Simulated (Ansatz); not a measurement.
Hg₃Te₃. Charge 0, multiplicity 3. Geometry B3LYP-D4/def2-SVP, that of the neutral singlet; atoms count from 1.

```xyz
6

Hg   -0.598   -0.963    1.647
Hg   -1.147    1.433   -0.792
Hg    1.745   -0.470   -0.855
Te   -2.712    0.730    1.328
Te    0.929    1.496   -2.559
Te    1.783   -2.227    1.231
```

In the def2 sets Hg, Te take a core potential; there is no spin–orbit coupling. At PBE0-D4/def2-TZVP a singlet of charge 0 lies 2.37 eV below the triplet at the same geometry. The structure comes from a short search, and lower isomers may exist.

Question: Estimate the Mulliken populations from the PBE0/def2-TZVP orbitals of Ansatz.

Answer: 
```tsv
atom	charge (e)	spin (α − β)	d electrons
Hg1	0.30	0.13	9.92
Hg2	0.30	0.13	9.92
Hg3	0.15	0.36	9.90
Te4	-0.34	-0.02	–
Te5	-0.21	0.70	–
Te6	-0.21	0.70	–
```
Mulliken values and Mayer orders depend strongly on the basis.

Question: Where does the spin sit?

Answer: Summed by element: Hg 0.62, Te 1.38, of 2 unpaired in all. Largest on single atoms: Te6 0.70, Te5 0.70, Hg3 0.36.

Question: And the Mayer bond orders between bonded heavy atoms (over 0.3)?

Answer: Hg1–Te4 0.88 (2.73 Å); Hg1–Te6 0.83 (2.73 Å); Hg2–Te4 0.88 (2.73 Å); Hg2–Te5 0.83 (2.73 Å); Hg3–Te5 0.68 (2.73 Å); Hg3–Te6 0.68 (2.73 Å). Values over 0.3 also appear between atoms too far apart for a bond (Te5–Te6 0.51 at 5.38 Å); they arise where an orbital or an unpaired electron spreads over both atoms.
